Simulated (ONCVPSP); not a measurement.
# Transferability test, ONCV potential for osmium (Os)

osmium (Os), optimised norm-conserving Vanderbilt (ONCV), made with ONCVPSP 4.0.1 (PBE, scalar-relativistic). Core [Kr] 4d10 4f14, reference 5s2 5p6 5d6 6s2. Waves: 5s+6s: rc 1.90 bohr, ncon 4, nbas 8, qcut 7.9 1/bohr, 2 projectors; 5p: rc 1.25 bohr, ncon 3, nbas 6, qcut 5.7 1/bohr, 3 projectors, debl 2.3 Ha; 5d: rc 1.80 bohr, ncon 4, nbas 7, qcut 6.3 1/bohr, 2 projectors, debl 1.6 Ha. Local part: polynomial inside 1.10 bohr (lpopt 5, dvloc0 -1 Ha). Core correction: none.

Energies are relative to the spin-unpolarised reference configuration 5s2 5p6 5d6 6s2; without spin polarisation the order of configurations can differ from experiment.

```csv
valence configuration,charge,ΔE all-electron (eV),error AE − PS (meV)
5s2 5p6 5d6 6s1,+1,9.577,-4.1
5s2 5p6 5d6 6s0,+2,26.492,-12
5s2 5p6 5d5 6s0,+3,55.339,-11
5s2 5p6 5d6 6s0 6p1,+1,15.722,-7.3
```

Note: no bound ghost flagged; GHOST(+) flagged for s at 63.6 eV.
